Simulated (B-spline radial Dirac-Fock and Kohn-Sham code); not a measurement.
## Relative photoemission cross sections at Mg Kα (1253.6 eV): 4d3/2, 4d5/2, Gd to Tl

Model: Dirac-Hartree-Slater photoionisation with all multipoles and Dirac-Fock thresholds. Program: a B-spline atomic structure program. Cross sections are relative to C 1s, computed as 22.79 kb at this energy; β is from the dipole term. Free atoms in their tabulated ground configurations, whose changes along a row show as steps; without correlation, outer binding energies come out low.

| Z | element | σ 4d3/2 | σ 4d5/2 | β 4d5/2 | binding 4d5/2 (eV) |
| --- | --- | --- | --- | --- | --- |
| 64 | Gd | 3.66 | 5.31 | 1.31 | 158.0 |
| 65 | Tb | 3.81 | 5.52 | 1.31 | 156.8 |
| 66 | Dy | 3.99 | 5.78 | 1.30 | 163.3 |
| 67 | Ho | 4.16 | 6.04 | 1.29 | 169.9 |
| 68 | Er | 4.34 | 6.30 | 1.28 | 176.6 |
| 69 | Tm | 4.50 | 6.54 | 1.27 | 183.4 |
| 70 | Yb | 4.67 | 6.79 | 1.26 | 190.2 |
| 71 | Lu | 4.86 | 7.08 | 1.25 | 205.7 |
| 72 | Hf | 5.05 | 7.37 | 1.24 | 221.7 |
| 73 | Ta | 5.25 | 7.67 | 1.22 | 238.3 |
| 74 | W | 5.45 | 7.97 | 1.21 | 255.4 |
| 75 | Re | 5.64 | 8.27 | 1.19 | 273.1 |
| 76 | Os | 5.83 | 8.58 | 1.18 | 291.2 |
| 80 | Hg | 6.58 | 9.78 | 1.10 | 368.9 |
| 81 | Tl | 6.75 | 10.1 | 1.08 | 395.8 |
